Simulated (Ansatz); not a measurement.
A structure drawn as `[NH]=[Nb]([NH2])([NH2])[F]`, with this starting geometry:

```xyz
10

N    -0.021    0.176   -2.007
Nb   -0.114   -0.605   -0.324
N    -1.926   -0.025    0.572
N     1.566    0.106    0.891
F    -0.059   -2.596   -0.442
H     0.790    0.784   -2.315
H    -1.832   -0.239    1.621
H    -1.908    1.063    0.574
H     2.287    0.348    0.152
H     1.217    0.989    1.278
```

Charge 0, multiplicity 1. Nb: def2 effective core potential.

(1) Relax it with Ansatz at PBE-D4/def2-SVP and then PBE0-D4/def2-TZVP. Is the drawn bonding still there?

(2) Give the relaxed structure. (An estimate is asked.)

Atoms count as bonded under 1.1 times the sum of their covalent radii (H–H under 0.85 Å, pairs among N, O and F under 1.55 Å), and a drawn bond as lost past 1.3 times.

Answers

(1) Yes, every drawn bond is still there and no new one forms.

(2) The calculation gave: 
Z-matrix (Å, degrees):
```
Nb
N 1 1.974
N 1 1.974 2 112.1
N 1 1.745 2 105.3 3 -114.0
F 1 1.897 2 109.9 3 122.4
H 2 1.011 1 124.0 3 -60.2
H 2 1.008 1 125.7 3 113.1
H 3 1.011 1 124.0 2 60.2
H 3 1.008 1 125.8 2 -113.1
H 4 1.009 1 167.4 2 -120.7
```
All modes are real.
